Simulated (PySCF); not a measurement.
# Working out the ionisation energy of Cu+

Cu+ [Ar] 3d10 (1S) → Cu(2+) [Ar] 3d9 (2D). Computed with PySCF 2.14 in x2c-TZVPPall (6s5p4d2f1g, 64 functions), with the spin-free X2C one-electron Hamiltonian (Gaussian nucleus). Frozen: [Ne]. Energies in hartree (1 hartree = 27.21139 eV):

```json
{"part": "UHF", "Cu+ (lower)": "-1652.890205", "Cu(2+) (upper)": "-1652.258879"}
{"part": "MP2 opposite-spin", "Cu+ (lower)": "-0.529713", "Cu(2+) (upper)": "-0.435344"}
{"part": "MP2 same-spin", "Cu+ (lower)": "-0.273501", "Cu(2+) (upper)": "-0.213458"}
```

Q: What does Hartree-Fock give?

A: (-1652.258879) − (-1652.890205) = 0.631326 hartree = 17.179 eV.

Q: What do MP2 and SCS-MP2 (6/5 opposite-spin, 1/3 same-spin) give?

A: The opposite-spin parts differ by 2.568 eV and the same-spin parts by 1.634 eV. MP2: 17.179 + (2.568) + (1.634) = 21.381 eV. SCS-MP2: 17.179 + 1.2 × (2.568) + (1.634)/3 = 20.805 eV.

A first-order spin-orbit estimate adds -0.105 eV to MP2 (valence and next inner shell), giving 21.276 eV against 20.292 eV (measured; NIST Atomic Spectra Database, ionization energies).

What remains against the reference includes basis incompleteness, the frozen core and correlation beyond second order.
